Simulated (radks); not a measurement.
The numbers below are computed, except where a source is named.
Q: Ionisation of Hg2+, [Xe] 4f14 5d10, to Hg3+, [Xe] 4f14 5d9, under several functionals. Scalar-relativistic Kohn-Sham, spin-unpolarised, spherical densities, point nucleus; a radial shooting solver on a logarithmic mesh with Libxc functionals. Known Delta-SCF values: XLYP 35.424 eV. What does OLYP give, and what is its highest occupied eigenvalue?

A: 35.607 eV by Delta-SCF; the 5d eigenvalue is -28.822 eV. NIST: 34.49 eV (measured).

Beside tabulated values, note that spin-unpolarised runs miss the spin-polarisation part of the exchange energy of open shells.
